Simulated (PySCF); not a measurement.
Geometry:
```json
{"atom": "C1", "x (Å)": "3.837", "y (Å)": "0.552", "z (Å)": "0.420"}
{"atom": "C2", "x (Å)": "2.534", "y (Å)": "0.062", "z (Å)": "0.016"}
{"atom": "C3", "x (Å)": "1.435", "y (Å)": "-0.342", "z (Å)": "-0.327"}
{"atom": "Si4", "x (Å)": "-0.206", "y (Å)": "-0.946", "z (Å)": "-0.838"}
{"atom": "O5", "x (Å)": "-1.040", "y (Å)": "0.203", "z (Å)": "-1.733"}
{"atom": "C6", "x (Å)": "-2.201", "y (Å)": "0.685", "z (Å)": "-1.079"}
{"atom": "C7", "x (Å)": "-2.065", "y (Å)": "0.423", "z (Å)": "0.423"}
{"atom": "C8", "x (Å)": "-1.471", "y (Å)": "-0.967", "z (Å)": "0.593"}
{"atom": "F9", "x (Å)": "-2.443", "y (Å)": "-1.923", "z (Å)": "0.315"}
{"atom": "H10", "x (Å)": "3.857", "y (Å)": "0.781", "z (Å)": "1.497"}
{"atom": "H11", "x (Å)": "4.095", "y (Å)": "1.472", "z (Å)": "-0.128"}
{"atom": "H12", "x (Å)": "4.621", "y (Å)": "-0.195", "z (Å)": "0.217"}
{"atom": "H13", "x (Å)": "-0.072", "y (Å)": "-2.228", "z (Å)": "-1.574"}
{"atom": "H14", "x (Å)": "-2.315", "y (Å)": "1.759", "z (Å)": "-1.294"}
{"atom": "H15", "x (Å)": "-3.091", "y (Å)": "0.165", "z (Å)": "-1.475"}
{"atom": "H16", "x (Å)": "-3.027", "y (Å)": "0.516", "z (Å)": "0.952"}
{"atom": "H17", "x (Å)": "-1.363", "y (Å)": "1.151", "z (Å)": "0.864"}
{"atom": "H18", "x (Å)": "-1.090", "y (Å)": "-1.140", "z (Å)": "1.612"}
```

Geometry: PBE0-D3(BJ)/def2-SVP; GIAO absolute shieldings from PySCF 2.14.0 with density-fitted response routines, gas phase, non-relativistic, averaged over equivalent atoms.

At HF/pcSseg-1 (205 basis functions, 17 s wall time on 1 thread of an AMD EPYC 7R43 64-Core, shared host):
```json
{"atoms": "C2", "σ (ppm)": "73.0"}
{"atoms": "C3", "σ (ppm)": "108.0"}
{"atoms": "C8", "σ (ppm)": "112.7"}
{"atoms": "C6", "σ (ppm)": "131.3"}
{"atoms": "C7", "σ (ppm)": "157.7"}
{"atoms": "C1", "σ (ppm)": "186.5"}
{"atoms": "Si4", "σ (ppm)": "414.2"}
{"atoms": "O5", "σ (ppm)": "320.9"}
{"atoms": "F9", "σ (ppm)": "464.4"}
{"atoms": "H13", "σ (ppm)": "27.14"}
{"atoms": "H18", "σ (ppm)": "27.43"}
{"atoms": "H14", "σ (ppm)": "27.77"}
{"atoms": "H15", "σ (ppm)": "27.95"}
{"atoms": "H16", "σ (ppm)": "29.60"}
{"atoms": "H10/H11/H12", "σ (ppm)": "29.74"}
{"atoms": "H17", "σ (ppm)": "30.24"}
```

Q: Estimate the result of repeating the calculation with PBE0/pcSseg-1.

A: 
| atoms | σ at PBE0/pcSseg-1 | change |
| --- | --- | --- |
| C2 | 69.5 | -3.5 |
| C3 | 101.0 | -7.0 |
| C8 | 95.2 | -17.5 |
| C6 | 116.7 | -14.6 |
| C7 | 146.3 | -11.4 |
| C1 | 178.6 | -7.9 |
| Si4 | 367.5 | -46.7 |
| O5 | 291.5 | -29.4 |
| F9 | 425.7 | -38.7 |
| H13 | 26.27 | -0.87 |
| H18 | 26.60 | -0.83 |
| H14 | 27.14 | -0.63 |
| H15 | 27.24 | -0.71 |
| H16 | 29.11 | -0.49 |
| H10/H11/H12 | 29.31 | -0.43 |
| H17 | 29.56 | -0.68 |

The largest change is at Si4 (silicon bonded to 2 C, O, H, in a 5-membered ring). Cost: 205 basis functions, 41 s wall time on 1 thread of an AMD EPYC 7R43 64-Core, shared host. The order of the carbon signals changes between the two levels.
